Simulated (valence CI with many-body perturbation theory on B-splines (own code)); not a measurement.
As+: electric-dipole lines

Level of theory: valence CI with perturbative core correlation (CI+MBPT): four valence electrons over a frozen Dirac-Fock core [Ar] 3d10, a basis of 11 s, 11 p, 9 d, 7 f, 5 g, 2 h, 1 i functions for each j, with the one-electron correlation potential Σ1 (screened to all orders), the two-electron term Σ2, the three-electron term Σ3, Breit, model QED; selected single and double excitations, second order for the rest, scaled by the run's own slope (own B-spline code, finite nucleus).

Against 16 measured levels this calculation errs by 197 cm⁻¹ on average and by 355 at most. These come from a selection out of the NIST Handbook of Basic Atomic Spectroscopic Data. Levels without a partner in it may be off by more. Among the levels kept, up to 510 cm⁻¹ of a level comes from second order outside the variational space, and about a tenth of that is noise between levels of different J, which matters for small intervals.

Lines 201 to 250 of 265 in falling wavelength, among levels below 15.901 eV, chosen from the strongest by gf and those to the six lowest levels. Wavelengths and rates use the calculated energies, so an error of 200 cm⁻¹ moves a line at 1004 Å by 0.2 % and its rate by three times that or more. Electric multipoles are in the length gauge, E1 and E2 with the static RPA response of the core. Weak lines are less certain than strong ones. Lines between different terms over intervals too small for the method are left out, as are lines whose strength nearly cancels. Where a level lies close to another of its J and parity, the split of strength between their lines is uncertain. The highest levels of a list are the least certain.

Names give the largest LS component (configuration and term), which can be under half, so a name can repeat, a term be missing and a line seem to break the LS rules; names also repeat where a configuration has a term twice.

```
λ vac (Å)            Upper         Lower   A (s⁻¹)  log gf  Branch %
     1004  4s2.4p.4d 3P°_2  4s2.4p2 3P_2  3.92e+09    0.47      99.4
     1002  4s2.4p.4d 1F°_3  4s2.4p2 3P_2  2.25e+08   -0.63       5.6
     1001  4s2.4p.4d 3P°_1  4s2.4p2 3P_2  1.20e+09   -0.27      32.7
    997.4  4s2.4p.4d 1P°_1  4s2.4p2 3P_1  5.55e+08   -0.61      21.3
    993.0  4s2.4p.5d 3P°_1  4s2.4p2 1S_0  6.96e+05   -3.51       0.1
    989.5  4s2.4p.4d 3P°_2  4s2.4p2 3P_1  1.01e+07   -2.13       0.3
    987.4  4s2.4p.4d 3P°_0  4s2.4p2 3P_1  3.73e+09   -0.26     100.0
    987.3     4s.4p3 1D°_2  4s2.4p2 1D_2  4.13e+09    0.48      98.0
    986.9  4s2.4p.4d 1P°_1  4s2.4p2 3P_0  3.62e+08   -0.80      13.9
    986.9  4s2.4p.4d 3P°_1  4s2.4p2 3P_1  1.77e+09   -0.11      48.0
    976.7  4s2.4p.4d 3P°_1  4s2.4p2 3P_0  4.83e+08   -0.68      13.1
    962.3  4s2.4p.5d 1P°_1  4s2.4p2 1S_0  2.27e+09   -0.02      73.2
    958.8  4s2.4p.6s 3P°_1  4s2.4p2 1D_2  1.15e+08   -1.32      20.1
    934.8  4s2.4p.6s 3P°_2  4s2.4p2 1D_2  2.50e+06   -2.79       0.5
    931.4  4s2.4p.6s 1P°_1  4s2.4p2 1D_2  2.68e+08   -0.98      44.9
    921.1  4s2.4p.5d 3F°_2  4s2.4p2 1D_2  1.38e+08   -1.06      33.1
    920.6     4s.4p3 1P°_1  4s2.4p2 1D_2  2.55e+09   -0.01      70.7
    918.9     4s.4p3 1D°_2  4s2.4p2 3P_2  2.89e+07   -1.74       0.7
    915.7  4s2.4p.5d 3F°_3  4s2.4p2 1D_2  9.05e+07   -1.10      18.5
    906.7     4s.4p3 1D°_2  4s2.4p2 3P_1  1.77e+07   -1.96       0.4
    905.1  4s2.4p.5d 3P°_2  4s2.4p2 1D_2  4.50e+08   -0.56      27.2
    900.8     4s.4p3 3S°_1  4s2.4p2 3P_2  5.45e+09    0.30      56.8
    900.3  4s2.4p.5d 3D°_1  4s2.4p2 1D_2  3.33e+08   -0.92      15.2
    894.3  4s2.4p.6s 3P°_1  4s2.4p2 3P_2  1.59e+08   -1.24      27.7
    889.0     4s.4p3 3S°_1  4s2.4p2 3P_1  3.10e+09    0.04      32.3
    888.6  4s2.4p.5d 3D°_3  4s2.4p2 1D_2  2.46e+07   -1.69       1.6
    885.5  4s2.4p.5d 3D°_2  4s2.4p2 1D_2  3.26e+08   -0.72      17.6
    884.2  4s2.4p.6s 3P°_0  4s2.4p2 3P_1  3.45e+08   -1.39      70.4
    883.6  4s2.4p.5d 3P°_1  4s2.4p2 1D_2  2.17e+07   -2.12       1.6
    882.6  4s2.4p.6s 3P°_1  4s2.4p2 3P_1  6.03e+07   -1.68      10.5
    881.0  4s2.4p.5d 1D°_2  4s2.4p2 1D_2  2.11e+09    0.09      88.6
    880.7     4s.4p3 3S°_1  4s2.4p2 3P_0  9.90e+08   -0.46      10.3
    876.3  4s2.4p.5d 1F°_3  4s2.4p2 1D_2  1.39e+09    0.05      86.7
    874.4  4s2.4p.6s 3P°_1  4s2.4p2 3P_0  8.24e+07   -1.55      14.3
    873.4  4s2.4p.6s 3P°_2  4s2.4p2 3P_2  2.86e+08   -0.79      51.6
    870.4  4s2.4p.6s 1P°_1  4s2.4p2 3P_2  2.14e+07   -2.14       3.6
    862.3  4s2.4p.6s 3P°_2  4s2.4p2 3P_1  1.20e+08   -1.17      21.7
    861.4  4s2.4p.5d 3F°_2  4s2.4p2 3P_2  3.09e+07   -1.76       7.4
    860.9     4s.4p3 1P°_1  4s2.4p2 3P_2  4.48e+07   -1.83       1.2
    859.4  4s2.4p.6s 1P°_1  4s2.4p2 3P_1  9.28e+06   -2.51       1.6
    859.2  4s2.4p.5d 1P°_1  4s2.4p2 1D_2  7.09e+08   -0.63      22.8
    856.6  4s2.4p.5d 3F°_3  4s2.4p2 3P_2  2.28e+08   -0.76      46.6
    851.6  4s2.4p.6s 1P°_1  4s2.4p2 3P_0  5.96e+07   -1.71      10.0
    850.6  4s2.4p.5d 3F°_2  4s2.4p2 3P_1  7.48e+07   -1.39      17.9
    850.1     4s.4p3 1P°_1  4s2.4p2 3P_1  3.16e+07   -1.99       0.9
    847.3  4s2.4p.5d 3P°_2  4s2.4p2 3P_2  8.97e+07   -1.32       5.4
    843.2  4s2.4p.5d 3D°_1  4s2.4p2 3P_2  1.94e+07   -2.21       0.9
    842.5     4s.4p3 1P°_1  4s2.4p2 3P_0  1.99e+08   -1.20       5.5
    836.9  4s2.4p.5d 3P°_2  4s2.4p2 3P_1  9.76e+08   -0.29      59.0
    832.9  4s2.4p.5d 3D°_3  4s2.4p2 3P_2  1.38e+09    0.00      88.6
```

(1) How does gf follow from A for the line at 861.4 Å?

Answers

(1) gf = 1.4992 × (2J+1)_upper × A / σ², with σ = 116095 cm⁻¹ and 2J+1 = 5: gf = 0.0172.
